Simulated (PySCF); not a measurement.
Computed with PySCF and rigid-rotor harmonic-oscillator thermochemistry at 1 bar. Table values come from the NASA 1993 polynomials. S°(298 K) at PBE0/def2-TZVP differs from the NASA 1993 table for Cs₂Cl₂ (+8 J/mol/K); whether the harmonic model or the table's entry is off was not settled. All species are closed-shell singlets. Cs: scalar-relativistic def2 core potential, no spin-orbit coupling. The harmonic model lacks anharmonicity and excited electronic states, which grow with temperature; levels with a mode under 35 cm⁻¹ are left out. Soft modes under 120 cm⁻¹ make the harmonic entropy rough for Cs₂Cl₂. The table's entry may be an old estimate for Cs₂Cl₂ (not checked at source).

Harmonic frequencies at PBE/def2-SVP (cm⁻¹): 35, 56, 133, 148, 154, 158. Point group D2h; S°(298 K) = 391.2 J/mol/K at this level.

Question: Work out Cp and S° of gaseous Cs₂Cl₂ at 500, 800, 1200, 1600, 2000 K from these, and set them beside the table.

Answer: 
```csv
T (K),Cp PBE/def2-SVP,Cp table,S° PBE/def2-SVP,S° table
500,82.6,82.6,433.8,425.9
800,82.9,82.9,472.7,464.8
1200,83.1,83.0,506.3,498.5
1600,83.1,83.1,530.2,522.4
2000,83.1,83.1,548.8,540.9
```
Units J/mol/K.
